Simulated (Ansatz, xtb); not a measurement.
## Two isomers of C6H9Ga

Structure I: `[GaH2][CH2]C1C=CC=C1`, a singlet. Structure II: `C#[C][Ga]1[CH2]CC[CH2]1`, a singlet. Both are isolated molecules in the gas phase, relaxed with B3LYP-D3(BJ)/def2-SVP; the shapes shown needn't be the lowest conformers.

I (Å):

```yaml
atoms:
  - { symbol: C, position_ang: [0.3190, -1.3052, 1.3545] }
  - { symbol: C, position_ang: [1.6823, -0.8838, 0.7317] }
  - { symbol: C, position_ang: [1.7026, 0.6218, 0.5576] }
  - { symbol: C, position_ang: [1.7798, 0.9191, -0.7661] }
  - { symbol: C, position_ang: [1.8877, -0.3257, -1.5370] }
  - { symbol: C, position_ang: [1.8438, -1.3735, -0.6836] }
  - { symbol: Ga, position_ang: [-1.0232, -0.0465, 0.5458] }
  - { symbol: H, position_ang: [-1.6608, 1.0651, 1.4709] }
  - { symbol: H, position_ang: [-1.5021, -0.1840, -0.9481] }
  - { symbol: H, position_ang: [0.3414, -1.1303, 2.4417] }
  - { symbol: H, position_ang: [0.1226, -2.3758, 1.1907] }
  - { symbol: H, position_ang: [2.5273, -1.2305, 1.3589] }
  - { symbol: H, position_ang: [1.6485, 1.3302, 1.3860] }
  - { symbol: H, position_ang: [1.7692, 1.9201, -1.2017] }
  - { symbol: H, position_ang: [1.9643, -0.3747, -2.6240] }
  - { symbol: H, position_ang: [1.8677, -2.4312, -0.9498] }
```

II (Å):

```xyz
16

C    -2.3200   -3.5317    1.8980
C    -1.5973   -2.7911    1.2497
C    -0.5191    0.3321   -0.1136
C     0.4993    0.4602   -1.2666
C     1.6751   -0.5306   -1.0914
C     1.1666   -1.9701   -0.8632
Ga   -0.4649   -1.6289    0.2257
H    -2.9561   -4.1830    2.4701
H    -1.5067    0.7527   -0.3541
H    -0.1603    0.8577    0.7906
H     0.8864    1.4895   -1.3615
H    -0.0068    0.2342   -2.2235
H     2.3531   -0.4663   -1.9600
H     2.2701   -0.2134   -0.2148
H     0.8630   -2.4378   -1.8179
H     1.9189   -2.6328   -0.4103
```

Problem. Which of the two would you expect CCSD(T)/def2-SVP + ΔMP2/def2-TZVPP electronic energies to favour?

Solution. Too close to call at this level: CCSD(T)/def2-SVP + ΔMP2/def2-TZVPP gives E(II) − E(I) = +1.07 kcal/mol.

The same difference at several levels:

| level | geometry | E(II) − E(I) (kcal/mol) | departure from the last row (kcal/mol) | job, with rough time for the two |
| --- | --- | --- | --- | --- |
| B3LYP-D3(BJ)/def2-SVP | B3LYP-D3(BJ)/def2-SVP | +8.11 | +7.04 | optimisation, 50 s |
| HF/def2-SVP | B3LYP-D3(BJ)/def2-SVP | +2.54 | +1.47 | part of the CCSD(T) run |
| MP2/def2-SVP | B3LYP-D3(BJ)/def2-SVP | +3.37 | +2.30 | part of the CCSD(T) run |
| CCSD(T)/def2-SVP | B3LYP-D3(BJ)/def2-SVP | +4.98 | +3.91 | single point |
| CCSD(T)/def2-SVP + ΔMP2/def2-TZVPP | B3LYP-D3(BJ)/def2-SVP | +1.07 |  | single point, 2.2 min |

As drawn, II has 1 C≡C, 2 C–Ga, 2 C–H in place of 1 C–C, 2 C=C, 2 Ga–H.

The largest departure from CCSD(T)/def2-SVP + ΔMP2/def2-TZVPP is that of B3LYP-D3(BJ)/def2-SVP, 7.04 kcal/mol. Levels run at GFN2-xTB geometries aren't shown. The last row adds to CCSD(T) the change of the MP2 difference between the two basis sets, here −3.91 kcal/mol, a large step that makes the value less sure.

With thermal terms from frequencies at re-optimised GFN2-xTB minima (ideal gas, soft modes damped towards free rotors, one conformer each, 298.15 K, 1 atm): the zero-point term adds +3.83 kcal/mol; ΔH is +5.67 and ΔG +4.20 kcal/mol.

The correlated steps freeze 15 core orbitals; the filled d shell of Ga is correlated, in a basis made for valence electrons. Programs: Ansatz 0.2.0, xtb 6.7.1; the last row on 4 threads of Arm Neoverse V1 on a shared host.
